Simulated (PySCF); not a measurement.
CrO2Cl2, SMILES [Cr](=[O])(=[O])([Cl])[Cl], multiplicity 1. Atoms are numbered in the order given.

```xyz
5

Cr     0.0000     0.0000     0.3569
O      0.0000     1.2662     1.2624
O      0.0000    -1.2662     1.2624
Cl    -1.7573     0.0000    -0.8460
Cl     1.7573     0.0000    -0.8460
```
Charge 0, spin multiplicity 1.

Geometry optimised at PBE-D3(BJ)/def2-SVP. The multiplicity is an assumed one; other spin states were not compared. The isomer is the one that the SMILES or the coordinates give; other isomers of the formula were not compared.

Calculation: PySCF with KT2/pcSseg-1.

GIAO shieldings, no solvent; atoms alike by connectivity are averaged. δ = σ(ref) − σ: ¹⁷O against H2O (σ = 330.4 ppm); ³⁵Cl against HCl (σ = 945.4 ppm), references at their B3LYP-D3(BJ)/def2-TZVP geometries, non-relativistic (without spin–orbit terms, shifts of atoms bonded to Cl or Br come out too high).

Computed chemical shifts:
```
nucleus     atoms  count  δ (ppm)
-------  --------  -----  -------
¹⁷O        O2, O3      2   1323.8
³⁵Cl     Cl4, Cl5      2    829.6
```
